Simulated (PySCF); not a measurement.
`C1=CN=C(CC)C=P1`, C$_{6}$H$_{8}$NP

Geometry:
| atom | x (Å) | y (Å) | z (Å) |
| --- | --- | --- | --- |
| C1 | -2.198 | 0.778 | 0.208 |
| C2 | -1.247 | 0.113 | -0.788 |
| C3 | 0.062 | -0.204 | -0.117 |
| C4 | 0.200 | -1.389 | 0.590 |
| P5 | 1.626 | -1.862 | 1.451 |
| C6 | 2.607 | -0.472 | 1.108 |
| C7 | 2.175 | 0.591 | 0.341 |
| N8 | 0.996 | 0.729 | -0.236 |
| H9 | -1.753 | 1.694 | 0.590 |
| H10 | -3.142 | 1.021 | -0.274 |
| H11 | -2.397 | 0.115 | 1.048 |
| H12 | -1.699 | -0.802 | -1.176 |
| H13 | -1.055 | 0.796 | -1.616 |
| H14 | -0.639 | -2.074 | 0.610 |
| H15 | 3.607 | -0.445 | 1.519 |
| H16 | 2.850 | 1.424 | 0.166 |

Method used: GIAO wB97X-D/pcSseg-1 magnetisability, rotational g tensor and spin-rotation constants, non-relativistic, gas phase in PySCF 2.14.0. Geometry: GFN2-xTB.

(1) Give the nuclear spin-rotation constants along the inertial axes (H = +C I·J) beside the isotropic shieldings.

(2) How do the rotational constants and the g tensor change when H9, H10, H11, H12, H13, H14, H15, H16 are replaced by deuterium?

Answers

(1) Rotational constants 3.4903, 1.2653, 1.0065 GHz. A star marks the isotopologue with that one atom substituted, in its own axes.
| atom | isotope | Caa (kHz) | Cbb (kHz) | Ccc (kHz) | mean (kHz) | σ (ppm) |
| --- | --- | --- | --- | --- | --- | --- |
| P5 | 31P | 9.977 | 3.672 | 1.131 | 4.927 | 30.7 |
| N8 | 14N | 0.927 | 0.329 | 0.019 | 0.425 | -86.5 |
| H9 | 1H | -0.354 | -0.049 | -0.053 | -0.152 | 30.4 |
| H10 | 1H | 0.087 | -0.145 | -0.105 | -0.054 | 30.4 |
| H11 | 1H | -0.316 | -0.032 | -0.084 | -0.144 | 30.7 |
| H12 | 1H | -0.321 | -0.037 | -0.050 | -0.136 | 29.0 |
| H13 | 1H | -0.230 | -0.023 | -0.081 | -0.111 | 28.8 |
| H14 | 1H | -0.248 | 0.135 | -0.105 | -0.073 | 22.9 |
| H15 | 1H | 0.366 | -0.099 | -0.101 | 0.056 | 23.1 |
| H16 | 1H | -0.329 | 0.144 | -0.077 | -0.087 | 22.5 |
| C1 | 13C* | 0.482 | 0.188 | 0.146 | 0.272 | 166.5 |
| C2 | 13C* | 0.530 | 0.213 | 0.209 | 0.317 | 146.0 |
| C3 | 13C* | 1.807 | 0.588 | 0.157 | 0.851 | 12.9 |
| C4 | 13C* | 1.196 | 0.770 | 0.112 | 0.693 | 29.7 |
| C6 | 13C* | 2.086 | 0.431 | 0.110 | 0.875 | 32.3 |
| C7 | 13C* | 1.361 | 0.647 | 0.161 | 0.723 | 28.0 |

For the geometry as given, no vibrational averaging.

(2) Constants 3.0152, 1.0995, 0.8845 GHz; g -0.0547, -0.0213, 0.0111, against -0.0627, -0.0248, 0.0126 before.
